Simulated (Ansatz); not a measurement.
Mulliken charges of `F[Si](Cl)(Cl)Cl` from ωB97M-V/def2-TZVPP in Ansatz (PBE0-D4/def2-TZVP geometry).

```csv
atom,x (Å),y (Å),z (Å),charge (e)
F1,0.875,-0.932,1.042,-0.258
Si2,0.045,-0.051,0.034,0.685
Cl3,-1.597,0.626,0.985,-0.142
Cl4,-0.473,-1.202,-1.536,-0.143
Cl5,1.200,1.486,-0.566,-0.143
```

Question: By hand: the dipole of these point charges (1 e Å = 4.8032 D).

Answer: Σ q r = (-0.072, 0.076, -0.085) e Å, of length 0.135 e Å = 0.65 D.

Question: How does the dipole of the full density compare? (Best estimate.)

Answer: Computed: (-0.059, 0.063, -0.072) e Å, 0.54 D; the point charges give 1.20 times that, at 1° from its direction.

Point charges leave out the atoms' own dipoles, such as those of lone pairs, and Mulliken's split depends on the basis, so the two needn't agree.
